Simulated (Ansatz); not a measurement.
Mulliken charges of Cl$_{3}$HSn, SMILES `[Cl][SnH]([Cl])[Cl]` from ωB97M-V/def2-TZVPP in Ansatz (PBE0-D4/def2-TZVP geometry).

| atom | x (Å) | y (Å) | z (Å) | charge (e) |
| --- | --- | --- | --- | --- |
| Cl1 | 0.355 | -0.961 | 1.998 | -0.296 |
| Sn2 | 0.153 | -0.024 | -0.093 | 0.924 |
| Cl3 | -0.522 | 2.156 | 0.192 | -0.296 |
| Cl4 | -1.542 | -1.132 | -1.184 | -0.296 |
| H5 | 1.606 | -0.114 | -0.954 | -0.037 |

Task: By hand: the dipole of these point charges (1 e Å = 4.8032 D).

Result: Σ q r = (0.588, -0.037, -0.348) e Å, of length 0.684 e Å = 3.29 D.

Task: How does the dipole of the full density compare? (Estimate.)

Result: The calculation gave: (0.364, -0.023, -0.216) e Å, 2.04 D; the point charges give 1.61 times that, at 0° from its direction.

Point charges leave out the atoms' own dipoles, such as those of lone pairs, and Mulliken's split depends on the basis, so the two needn't agree.
